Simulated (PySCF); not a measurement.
B(Me)2(vinyl) (C4H9B), SMILES C=CB(C)C.

Geometry optimised at PBE-D3(BJ)/def2-SVP. One conformer was computed; it need not be the lowest.

These are PBE-D3(BJ)/def2-SVP (PySCF) values and carry that method's errors.

Harmonic, unscaled wavenumbers; measured fundamentals usually lie a few per cent lower.

| mode | ν (cm⁻¹) | IR (km/mol) | moving atoms (share of kinetic energy) |
|---|---|---|---|
| 1 | 49 | 0.4 | H 80 %, C 19 % |
| 2 | 61 | 0.2 | H 56 %, C 43 % |
| 3 | 111 | 3.0 | H 95 % |
| 4 | 234 | 0.0 | C 58 %, H 34 % |
| 5 | 304 | 0.2 | C 51 %, H 43 % |
| 6 | 334 | 1.7 | H 66 %, B 31 % |
| 7 | 436 | 0.2 | C 59 %, H 33 %, B 9 % |
| 8 | 534 | 1.0 | H 74 %, C 22 % |
| 9 | 634 | 1.0 | H 69 %, C 30 % |
| 10 | 678 | 0.9 | C 60 %, H 40 % |
| 11 | 797 | 1.7 | H 74 %, C 25 % |
| 12 | 825 | 5.0 | H 60 %, C 34 % |
| 13 | 890 | 31.6 | B 40 %, H 37 %, C 22 % |
| 14 | 969 | 24.0 | H 73 %, C 27 % |
| 15 | 973 | 9.0 | H 74 %, C 19 % |
| 16 | 1021 | 8.3 | H 90 %, C 10 % |
| 17 | 1114 | 66.5 | B 49 %, H 42 %, C 10 % |
| 18 | 1163 | 42.7 | H 48 %, B 43 %, C 10 % |
| 19 | 1251 | 33.5 | H 75 %, C 24 % |
| 20 | 1263 | 59.6 | H 61 %, C 30 %, B 9 % |
| 21 | 1280 | 94.1 | H 56 %, C 27 %, B 17 % |
| 22 | 1368 | 3.1 | H 95 % |
| 23 | 1375 | 6.6 | H 93 % |
| 24 | 1385 | 52.8 | H 79 %, C 15 % |
| 25 | 1391 | 3.6 | H 90 % |
| 26 | 1395 | 6.2 | H 92 % |
| 27 | 1626 | 49.5 | C 85 %, H 13 % |
| 28 | 2942 | 0.7 | H 96 % |
| 29 | 2953 | 1.4 | H 96 % |
| 30 | 3019 | 8.2 | H 92 %, C 8 % |
| 31 | 3023 | 10.0 | H 92 %, C 8 % |
| 32 | 3037 | 24.7 | H 93 % |
| 33 | 3052 | 13.8 | H 94 % |
| 34 | 3066 | 16.6 | H 91 %, C 9 % |
| 35 | 3067 | 25.2 | H 91 %, C 9 % |
| 36 | 3139 | 13.9 | H 89 %, C 11 % |
